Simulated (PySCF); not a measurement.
Computed properties of RuO₄, SMILES [O]=[Ru](=[O])(=[O])=[O], multiplicity 1

RuO4, SMILES [O]=[Ru](=[O])(=[O])=[O], multiplicity 1. The structure is a stationary point at r2SCAN-D4/def2-SVP. The multiplicity is an assumed one; other spin states were not compared. The isomer is the one that the SMILES or the coordinates give; other isomers of the formula were not compared. The def2 effective core potentials stand for the cores of Ru; spin–orbit coupling is left out. The values are those of a single conformer. All values are computed for the isolated molecule unless a solvent is named; none is compared with measurement here.

**Structure.** The optimised structure has Td symmetry. All 9 harmonic modes at r2SCAN-D4/def2-SVP (PySCF) are real, so it is a minimum. With heavy atoms numbered as in [Ru:1](=[O:2])(=[O:3])(=[O:4])=[O:5], the shortest bond between them is Ru1–O2 at 1.681 Å and the longest Ru1–O5 at 1.681 Å.

**Vibrations.** The strongest infrared lines (harmonic, unscaled, degenerate partners summed) lie at 991 cm⁻¹ (321 km/mol, O 81 %, Ru 19 %), 361 cm⁻¹ (22 km/mol, O 80 %, Ru 20 %). The softest mode is at 336 cm⁻¹ and the zero-point energy is 8.1 kcal/mol.

**Electronic structure.** PBE0/def2-TZVPD (PySCF) places the frontier levels at -10.45 and -5.22 eV, a gap of 5.23 eV, and gives a dipole moment of 0.00 D and a mean polarisability of 49.7 bohr³. PBE/def2-TZVPD (PySCF) at the same geometry gives -8.88 and -5.62 eV, so its gap is 1.97 eV narrower. An orbital gap is neither the optical nor the fundamental gap.

**Excitations.** TDA-ωB97X/def2-SVPD (PySCF) has S1 at 3.11 eV (398 nm, f = 0.000, dark); the most intense of the 10 singlets computed lies at 3.73 eV (f = 0.02). Strengths of degenerate partners are summed. T1 (TDA) is at 2.42 eV, 0.69 eV under S1. TDA-PBE/def2-SVPD (PySCF) puts S1 at 3.35 eV. No vertical singlet excitation falls in the visible range (under 3.1 eV).
